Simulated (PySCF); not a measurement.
**ECD: `InChI=1S/C4H8OSSe/c1-7-4-2-3-6(4)5/h4H,2-3H2,1H3/t4-,6+/m1/s1`**

Molfile (atoms numbered from 1):
```
C4H8OSSe
     RDKit          3D

 15 15  0  0  0  0  0  0  0  0999 V2000
    2.3433    0.3698   -0.2875 C   0  0  0  0  0  0  0  0  0  0  0  0
    1.5610   -0.6056    1.2160 Se  0  0  0  0  0  2  0  0  0  0  0  0
   -0.3274   -0.5193    0.7306 C   0  0  2  0  0  0  0  0  0  0  0  0
   -0.7779   -0.8961   -0.6724 C   0  0  0  0  0  0  0  0  0  0  0  0
   -1.9349    0.0935   -0.7268 C   0  0  0  0  0  0  0  0  0  0  0  0
   -1.1891    1.1609    0.6117 S   0  0  0  0  0  4  0  0  0  0  0  0
   -0.2914    2.1066   -0.0434 O   0  0  0  0  0  0  0  0  0  0  0  0
    3.3574    0.6270    0.0045 H   0  0  0  0  0  0  0  0  0  0  0  0
    2.3642   -0.2653   -1.1702 H   0  0  0  0  0  0  0  0  0  0  0  0
    1.7634    1.2719   -0.4558 H   0  0  0  0  0  0  0  0  0  0  0  0
   -0.8620   -1.0689    1.5071 H   0  0  0  0  0  0  0  0  0  0  0  0
   -0.0177   -0.6287   -1.4064 H   0  0  0  0  0  0  0  0  0  0  0  0
   -1.0411   -1.9464   -0.8079 H   0  0  0  0  0  0  0  0  0  0  0  0
   -2.0781    0.6225   -1.6640 H   0  0  0  0  0  0  0  0  0  0  0  0
   -2.8741   -0.3138   -0.3630 H   0  0  0  0  0  0  0  0  0  0  0  0
  1  2  1  0
  2  3  1  0
  3  4  1  0
  4  5  1  0
  6  5  1  6
  6  7  2  0
  6  3  1  0
  1  8  1  0
  1  9  1  0
  1 10  1  0
  3 11  1  1
  4 12  1  0
  4 13  1  0
  5 14  1  0
  5 15  1  0
M  END
```

Level of theory: PySCF, TDDFT wB97X-D/aug-cc-pVDZ circular dichroism and optical rotation, one conformer, gas phase. Geometry: GFN2-xTB.

The molecule is flexible and this is one conformer; a measurement averages over conformers. The calculation is non-relativistic, which matters for the atoms heavier than Zn.

(1) What are the CIP labels of the stereocentres?

(2) List the lowest 16 singlet excitations with oscillator and rotatory strengths.

Answers

(1) C3 R, S6 S.

(2) Rotatory strengths R in 10⁻⁴⁰ esu² cm², velocity form and length form (origin at the centre of mass); f in length form.
```tsv
state	E (eV)	λ (nm)	f	R (velocity)	R (length)	main
1	4.60	270	0.022	+56.2	+55.5	HOMO→LUMO+1 0.49, HOMO→LUMO+3 0.19
2	5.09	243	0.015	-0.3	+0.2	HOMO−1→LUMO+1 0.21, HOMO→LUMO+2 0.15
3	5.30	234	0.027	-31.3	-28.4	HOMO→LUMO+5 0.23, HOMO→LUMO+3 0.16
4	5.72	217	0.016	+8.9	+9.6	HOMO→LUMO 0.41, HOMO→LUMO+2 0.22
5	5.74	216	0.015	-14.9	-13.7	HOMO→LUMO+7 0.17, HOMO→LUMO 0.16
6	5.95	208	0.008	-19.5	-19.8	HOMO→LUMO+2 0.22, HOMO−1→LUMO+7 0.13
7	6.19	200	0.023	+25.3	+26.9	HOMO→LUMO+3 0.14, HOMO→LUMO+1 0.12
8	6.39	194	0.002	+2.0	+3.2	HOMO−2→LUMO+1 0.15, HOMO−2→LUMO+3 0.12
9	6.43	193	0.022	+0.3	-2.0	HOMO→LUMO+4 0.14, HOMO→LUMO+5 0.11
10	6.49	191	0.020	-29.7	-27.9	HOMO→LUMO+3 0.25, HOMO→LUMO+4 0.14
11	6.58	188	0.046	-3.6	-5.6	HOMO−1→LUMO 0.28, HOMO→LUMO+6 0.14
12	6.67	186	0.048	+6.6	+6.6	HOMO→LUMO+8 0.18, HOMO−1→LUMO+1 0.17
13	6.86	181	0.028	+14.0	+16.3	HOMO→LUMO+6 0.19, HOMO−2→LUMO+7 0.12
14	6.94	179	0.018	+10.3	+10.1	HOMO−1→LUMO 0.21, HOMO−1→LUMO+2 0.12
15	7.00	177	0.0003	-1.8	-1.7	HOMO−2→LUMO+7 0.10, HOMO−1→LUMO+7 0.10
16	7.08	175	0.019	-2.7	-2.7	HOMO→LUMO+5 0.24, HOMO→LUMO+8 0.16
```

For states 2, 9 the two forms differ in sign, so the sign of R isn't settled.

Among the states computed, the strongest CD band (largest |R|) is state 1. The largest dissymmetry factor in size, g = 4R/(D+G), with D and G the electric and magnetic dipole strengths, is -0.053 for state 15 (velocity form, f = 0.0004), among bands with |R| over 0.5. The mirror image has the same energies and oscillator strengths and all R with the opposite sign.
